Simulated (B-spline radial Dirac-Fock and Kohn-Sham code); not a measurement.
## Satellites and hypersatellites of the K lines of Cr²⁺

System: the Cr²⁺ ion, [Ar] 3d4.

Level of theory: relaxed Dirac-Fock hole states (ΔSCF) with Breit and QED corrections and a finite nucleus; a radial atomic solver. Each two-hole energy is an average over J within one jj subconfiguration, not an observable level; in light atoms, where LS coupling holds, the j-resolved values are not observed lines, and for a K spectator the Kα1 hypersatellite is nearly forbidden. Electron correlation is not included.

Lines without a spectator: Kα2 (K-L2) 5404.9 eV, Kα1 (K-L3) 5413.3 eV, Kβ3 (K-M2) 5944.3 eV, Kβ1 (K-M3) 5945.3 eV. Shifts in eV with one spectator hole (a dash: not computed, or left out as unreliable):

```
spectator hole     Kα2     Kα1     Kβ3     Kβ1
        K (1s)  +249.7  +251.3  +311.2  +311.5
    L2 (2p1/2)  +22.19  +27.22       –   +63.5
    L3 (2p3/2)  +25.64  +24.47   +61.8       –
    M2 (3p1/2)       –   +1.84   +4.82   +6.22
    M3 (3p3/2)   +1.70       –   +5.96   +5.57
```

With n spectator holes in 2p, averaged over the 2p shell (energies in eV):

```tsv
n	KαLⁿ	step	hypersatellite KαʰLⁿ
0	5410.5	–	5661.3
1	5435.9	+25.4	5687.8
2	5462.4	+26.5	5715.6
3	5490.0	+27.6	5744.4
4	5518.8	+28.8	5774.5
5	5548.9	+30.0	5805.8
```
